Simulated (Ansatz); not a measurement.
Geometry optimisation, RKS BLYP-D4/def2-SVP in Ansatz.

Input:

```yaml
crystal:
  periodic: [false, false, false]
  atoms:
    - { symbol: C, position_ang: [0.6388, -1.9712, 0.2239] }
    - { symbol: C, position_ang: [1.3594, -0.7091, -0.2724] }
    - { symbol: Si, position_ang: [0.3319, 0.6559, -1.0646] }
    - { symbol: "N", position_ang: [-0.3999, 1.6161, 0.0815] }
    - { symbol: C, position_ang: [-1.5341, 1.1276, 0.9411] }
    - { symbol: H, position_ang: [0.0294, -2.3785, -0.6058] }
    - { symbol: H, position_ang: [1.3089, -2.6712, 0.6192] }
    - { symbol: H, position_ang: [-0.0806, -1.6515, 0.9978] }
    - { symbol: H, position_ang: [2.1055, -1.0299, -0.965] }
    - { symbol: H, position_ang: [1.9384, -0.2948, 0.5916] }
    - { symbol: H, position_ang: [1.2362, 1.5898, -1.7611] }
    - { symbol: H, position_ang: [-0.6222, 0.1274, -1.9773] }
    - { symbol: H, position_ang: [-0.8495, 2.468, -0.4112] }
    - { symbol: H, position_ang: [-1.2098, 0.3608, 1.652] }
    - { symbol: H, position_ang: [-1.8904, 1.9463, 1.5879] }
    - { symbol: H, position_ang: [-2.385, 0.7917, 0.4066] }
basis:
  gaussian: { orbitals: def2-SVP }
hamiltonian:
  xc: blyp
  dispersion: d4
relax:
  f_tol: 0.015
  max_steps: 40
```

Launched with:

```bash
$ ansatz run input.yaml --threads 2 --pin off --max-ram 3072MiB --backend cpu --events-out ev --progress --plain --runs-dir out
```

Where does it end, and by what steps?

It converged. The force dipped under the threshold on the way, but the program's further checks kept it going. After 26 steps the energy has fallen by 0.672 eV; H14 moved furthest, 1.15 Å.

```json
{"step": "0", "energy less start (eV)": "0.0000", "largest force component (eV/Å)": "3.354", "accepted": "yes"}
{"step": "1", "energy less start (eV)": "-0.5486", "largest force component (eV/Å)": "1.495", "accepted": "yes"}
{"step": "2", "energy less start (eV)": "-0.6482", "largest force component (eV/Å)": "0.297", "accepted": "yes"}
{"step": "3", "energy less start (eV)": "-0.6553", "largest force component (eV/Å)": "0.084", "accepted": "yes"}
{"step": "4", "energy less start (eV)": "-0.6582", "largest force component (eV/Å)": "0.133", "accepted": "yes"}
{"step": "5", "energy less start (eV)": "-0.6596", "largest force component (eV/Å)": "0.102", "accepted": "yes"}
{"step": "6", "energy less start (eV)": "-0.6608", "largest force component (eV/Å)": "0.087", "accepted": "yes"}
{"step": "7", "energy less start (eV)": "-0.6619", "largest force component (eV/Å)": "0.104", "accepted": "yes"}
{"step": "8", "energy less start (eV)": "-0.6628", "largest force component (eV/Å)": "0.128", "accepted": "yes"}
{"step": "9", "energy less start (eV)": "-0.6637", "largest force component (eV/Å)": "0.132", "accepted": "yes"}
{"step": "10", "energy less start (eV)": "-0.6647", "largest force component (eV/Å)": "0.155", "accepted": "yes"}
{"step": "11", "energy less start (eV)": "-0.6657", "largest force component (eV/Å)": "0.145", "accepted": "yes"}
{"step": "12", "energy less start (eV)": "-0.6672", "largest force component (eV/Å)": "0.147", "accepted": "yes"}
{"step": "13", "energy less start (eV)": "-0.6682", "largest force component (eV/Å)": "0.128", "accepted": "yes"}
{"step": "14", "energy less start (eV)": "-0.6699", "largest force component (eV/Å)": "0.083", "accepted": "yes"}
{"step": "15", "energy less start (eV)": "-0.6709", "largest force component (eV/Å)": "0.055", "accepted": "yes"}
{"step": "16", "energy less start (eV)": "-0.6708", "largest force component (eV/Å)": "0.121", "accepted": "no"}
{"step": "17", "energy less start (eV)": "-0.6713", "largest force component (eV/Å)": "0.020", "accepted": "yes"}
{"step": "18", "energy less start (eV)": "-0.6716", "largest force component (eV/Å)": "0.027", "accepted": "yes"}
{"step": "19", "energy less start (eV)": "-0.6717", "largest force component (eV/Å)": "0.034", "accepted": "yes"}
{"step": "20", "energy less start (eV)": "-0.6718", "largest force component (eV/Å)": "0.013", "accepted": "yes"}
{"step": "21", "energy less start (eV)": "-0.6719", "largest force component (eV/Å)": "0.009", "accepted": "yes"}
{"step": "22", "energy less start (eV)": "-0.6720", "largest force component (eV/Å)": "0.034", "accepted": "yes"}
{"step": "23", "energy less start (eV)": "-0.6721", "largest force component (eV/Å)": "0.018", "accepted": "yes"}
{"step": "24", "energy less start (eV)": "-0.6723", "largest force component (eV/Å)": "0.009", "accepted": "yes"}
{"step": "25", "energy less start (eV)": "-0.6719", "largest force component (eV/Å)": "0.106", "accepted": "no"}
{"step": "26", "energy less start (eV)": "-0.6724", "largest force component (eV/Å)": "0.006", "accepted": "yes"}
```

```xyz
16
Properties=species:S:1:pos:R:3
C 0.709 -1.799 0.448
C 1.457 -0.732 -0.382
Si 0.356 0.641 -1.104
N -0.533 1.527 0.116
C -1.747 1.071 0.790
H -0.093 -2.290 -0.143
H 1.390 -2.600 0.805
H 0.233 -1.352 1.345
H 1.986 -1.210 -1.237
H 2.245 -0.249 0.236
H 1.213 1.660 -1.803
H -0.570 -0.012 -2.105
H -0.415 2.542 0.127
H -1.811 -0.035 0.750
H -1.756 1.352 1.867
H -2.688 1.464 0.335
```

Time of the run: 40 s on 2 threads of Intel(R) Xeon(R) 6975P-C (Granite Rapids) (shared host), peak memory 0.19 GiB.
